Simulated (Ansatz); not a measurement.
Rb4⁻. Charge -1, multiplicity 2. Geometry PBE/def2-TZVPD.

```xyz
4

Rb   -1.912    0.266    1.561
Rb    1.910   -0.243   -1.570
Rb   -2.541   -1.489   -2.884
Rb    2.544    1.466    2.893
```

In the def2 sets Rb takes a core potential; there is no spin–orbit coupling. At HF/def2-TZVPD, r2SCAN/def2-TZVPD, CAM-B3LYP/def2-TZVPD the charge -1 doublet is spin-contaminated (final ⟨S²⟩ up to 1.96, 0.75 for a pure state). At PBE/def2-TZVPD, r2SCAN/def2-TZVPD the highest occupied level of the charge -1 doublet lies above zero (up to 0.15 eV). By energy differences its removal costs 0.90 eV (vertical, to the charge 0 singlet, at PBE/def2-TZVPD); a positive level beside a positive removal energy at the same level points to self-interaction error. The structure comes from a short search, and lower isomers may exist.

Q: Estimate the α-spin orbital energies around the gap (eV) in Ansatz with HF/def2-TZVPD, PBE/def2-TZVPD, r2SCAN/def2-TZVPD, PBE0/def2-SVPD, CAM-B3LYP/def2-TZVPD.

A: 
```json
{"orbital": "HOMO−13", "HF/def2-TZVPD": "-19.63", "PBE/def2-TZVPD": "-13.26", "r2SCAN/def2-TZVPD": "-13.92", "PBE0/def2-SVPD": "-15.07", "CAM-B3LYP/def2-TZVPD": "-16.47"}
{"orbital": "HOMO−12", "HF/def2-TZVPD": "-19.61", "PBE/def2-TZVPD": "-13.25", "r2SCAN/def2-TZVPD": "-13.91", "PBE0/def2-SVPD": "-15.07", "CAM-B3LYP/def2-TZVPD": "-16.47"}
{"orbital": "HOMO−11", "HF/def2-TZVPD": "-19.61", "PBE/def2-TZVPD": "-13.22", "r2SCAN/def2-TZVPD": "-13.89", "PBE0/def2-SVPD": "-15.04", "CAM-B3LYP/def2-TZVPD": "-16.44"}
{"orbital": "HOMO−10", "HF/def2-TZVPD": "-19.60", "PBE/def2-TZVPD": "-13.21", "r2SCAN/def2-TZVPD": "-13.89", "PBE0/def2-SVPD": "-15.03", "CAM-B3LYP/def2-TZVPD": "-16.43"}
{"orbital": "HOMO−9", "HF/def2-TZVPD": "-19.59", "PBE/def2-TZVPD": "-13.21", "r2SCAN/def2-TZVPD": "-13.88", "PBE0/def2-SVPD": "-15.02", "CAM-B3LYP/def2-TZVPD": "-16.42"}
{"orbital": "HOMO−8", "HF/def2-TZVPD": "-19.58", "PBE/def2-TZVPD": "-13.10", "r2SCAN/def2-TZVPD": "-13.84", "PBE0/def2-SVPD": "-14.88", "CAM-B3LYP/def2-TZVPD": "-16.22"}
{"orbital": "HOMO−7", "HF/def2-TZVPD": "-19.57", "PBE/def2-TZVPD": "-13.10", "r2SCAN/def2-TZVPD": "-13.83", "PBE0/def2-SVPD": "-14.88", "CAM-B3LYP/def2-TZVPD": "-16.21"}
{"orbital": "HOMO−6", "HF/def2-TZVPD": "-19.56", "PBE/def2-TZVPD": "-13.08", "r2SCAN/def2-TZVPD": "-13.82", "PBE0/def2-SVPD": "-14.87", "CAM-B3LYP/def2-TZVPD": "-16.21"}
{"orbital": "HOMO−5", "HF/def2-TZVPD": "-19.54", "PBE/def2-TZVPD": "-13.08", "r2SCAN/def2-TZVPD": "-13.81", "PBE0/def2-SVPD": "-14.87", "CAM-B3LYP/def2-TZVPD": "-16.17"}
{"orbital": "HOMO−4", "HF/def2-TZVPD": "-19.53", "PBE/def2-TZVPD": "-13.08", "r2SCAN/def2-TZVPD": "-13.81", "PBE0/def2-SVPD": "-14.87", "CAM-B3LYP/def2-TZVPD": "-16.16"}
{"orbital": "HOMO−3", "HF/def2-TZVPD": "-19.48", "PBE/def2-TZVPD": "-13.07", "r2SCAN/def2-TZVPD": "-13.80", "PBE0/def2-SVPD": "-14.86", "CAM-B3LYP/def2-TZVPD": "-16.16"}
{"orbital": "HOMO−2", "HF/def2-TZVPD": "-2.18", "PBE/def2-TZVPD": "-0.60", "r2SCAN/def2-TZVPD": "-0.69", "PBE0/def2-SVPD": "-1.12", "CAM-B3LYP/def2-TZVPD": "-1.78"}
{"orbital": "HOMO−1", "HF/def2-TZVPD": "-1.26", "PBE/def2-TZVPD": "0.03", "r2SCAN/def2-TZVPD": "-0.07", "PBE0/def2-SVPD": "-0.28", "CAM-B3LYP/def2-TZVPD": "-0.65"}
{"orbital": "HOMO", "HF/def2-TZVPD": "-1.16", "PBE/def2-TZVPD": "0.15", "r2SCAN/def2-TZVPD": "0.02", "PBE0/def2-SVPD": "-0.18", "CAM-B3LYP/def2-TZVPD": "-0.59"}
{"orbital": "LUMO", "HF/def2-TZVPD": "1.92", "PBE/def2-TZVPD": "0.63", "r2SCAN/def2-TZVPD": "0.75", "PBE0/def2-SVPD": "0.88", "CAM-B3LYP/def2-TZVPD": "1.36"}
{"orbital": "LUMO+1", "HF/def2-TZVPD": "2.00", "PBE/def2-TZVPD": "0.90", "r2SCAN/def2-TZVPD": "0.86", "PBE0/def2-SVPD": "1.11", "CAM-B3LYP/def2-TZVPD": "1.75"}
{"orbital": "LUMO+2", "HF/def2-TZVPD": "2.07", "PBE/def2-TZVPD": "0.98", "r2SCAN/def2-TZVPD": "0.91", "PBE0/def2-SVPD": "1.14", "CAM-B3LYP/def2-TZVPD": "1.80"}
{"orbital": "LUMO+3", "HF/def2-TZVPD": "2.21", "PBE/def2-TZVPD": "1.02", "r2SCAN/def2-TZVPD": "1.07", "PBE0/def2-SVPD": "1.18", "CAM-B3LYP/def2-TZVPD": "1.81"}
{"orbital": "LUMO+4", "HF/def2-TZVPD": "2.23", "PBE/def2-TZVPD": "1.22", "r2SCAN/def2-TZVPD": "1.28", "PBE0/def2-SVPD": "1.20", "CAM-B3LYP/def2-TZVPD": "1.90"}
{"orbital": "LUMO+5", "HF/def2-TZVPD": "2.30", "PBE/def2-TZVPD": "1.25", "r2SCAN/def2-TZVPD": "1.33", "PBE0/def2-SVPD": "1.26", "CAM-B3LYP/def2-TZVPD": "1.92"}
{"orbital": "β HOMO", "HF/def2-TZVPD": "-1.28", "PBE/def2-TZVPD": "0.06", "r2SCAN/def2-TZVPD": "-0.04", "PBE0/def2-SVPD": "-0.26", "CAM-B3LYP/def2-TZVPD": "-0.70"}
{"orbital": "β LUMO", "HF/def2-TZVPD": "2.15", "PBE/def2-TZVPD": "0.49", "r2SCAN/def2-TZVPD": "0.71", "PBE0/def2-SVPD": "0.83", "CAM-B3LYP/def2-TZVPD": "1.34"}
```
